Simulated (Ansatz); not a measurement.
cis-V(PH3)2F4 (VP₂H₆F₄), relaxed as a doublet with UKS r2SCAN-D4/def2-SVP in Ansatz, starting from the GFN2-xTB geometry. Force threshold 0.02 eV/Å.

Start:

```xyz
13

F    -1.1518    1.3562    1.9437
F     1.2879    2.0578    1.0345
F    -0.6641    1.6033   -0.5569
F     0.6991   -0.3694    1.5857
P     1.8665    0.0539   -1.1291
P    -1.9126   -1.0124    0.2677
V     0.0273    0.8369    0.7085
H     2.4942   -1.1790   -1.1807
H     3.0354    0.7795   -0.9823
H     1.7929    0.2156   -2.5018
H    -1.8141   -2.3447    0.6291
H    -2.6472   -1.2474   -0.8824
H    -3.0133   -0.7504    1.0642
```

| step | energy (eV) | largest force component (eV/Å) | SCF passes |
| --- | --- | --- | --- |
| 1 | -55211.2957 | 4.323 | 21 |
| 2 | -55211.8060 | 1.610 | 26 |
| 3 | -55211.8761 | 0.896 | 36 |
| 4 | -55211.9546 | 0.238 | 33 |
| 5 | -55211.9577 | 0.208 | 29 |
| 6 (rejected) | -55211.9524 | 0.219 | 32 |
| 7 | -55211.9664 | 0.048 | 29 |
| 8 | -55211.9716 | 0.014 | 31 |
| 9 | -55211.9729 | 0.017 | 26 |
| 10 | -55211.9769 | 0.091 | 31 |
| 11 | -55211.9800 | 0.179 | 25 |
| 12 | -55211.9842 | 0.197 | 27 |
| 13 | -55211.9881 | 0.243 | 28 |
| 14 | -55211.9914 | 0.217 | 29 |
| 15 | -55211.9988 | 0.022 | 27 |
| 16 | -55211.9994 | 0.061 | 31 |
| 17 | -55212.0020 | 0.081 | 27 |
| 18 | -55212.0034 | 0.093 | 27 |
| 19 | -55212.0048 | 0.072 | 28 |
| 20 (rejected) | -55212.0030 | 0.194 | 27 |
| 21 | -55212.0061 | 0.071 | 27 |
| 22 (rejected) | -55212.0058 | 0.136 | 25 |
| 23 | -55212.0070 | 0.050 | 26 |
| 24 | -55212.0076 | 0.044 | 28 |
| 25 | -55212.0080 | 0.078 | 26 |
| 26 | -55212.0084 | 0.067 | 20 |
| 27 | -55212.0088 | 0.002 | 26 |
| 28 | -55212.0092 | 0.007 | 26 |

Force components are those of the run's own axes.

End:

```xyz
13

F    -1.0651    1.3569    2.0672
F     1.2105    2.1811    1.0132
F    -0.8214    1.5106   -0.6059
F     0.8650   -0.4320    1.5420
P     1.8097    0.1704   -1.2053
P    -1.8473   -1.0841    0.4097
V     0.0368    0.9060    0.7877
H     1.7297   -1.0142   -1.9902
H     3.1567    0.0049   -0.7870
H     2.0559    1.0692   -2.2774
H    -2.0991   -2.0032    1.4628
H    -1.8497   -2.0339   -0.6503
H    -3.1816   -0.6316    0.2336
```

By distances, no bond broke or formed. The bond that changes most is F3–V7, from 1.63 to 1.74 Å (atoms count from 1).

The force fell under the threshold at step 8, but the optimiser went on and released 0.038 eV more. No frequencies were taken in this run, so the end may be a saddle point.

Hardware: 4 threads of Arm Neoverse V1 on a shared host. Wall time 3.5 min.
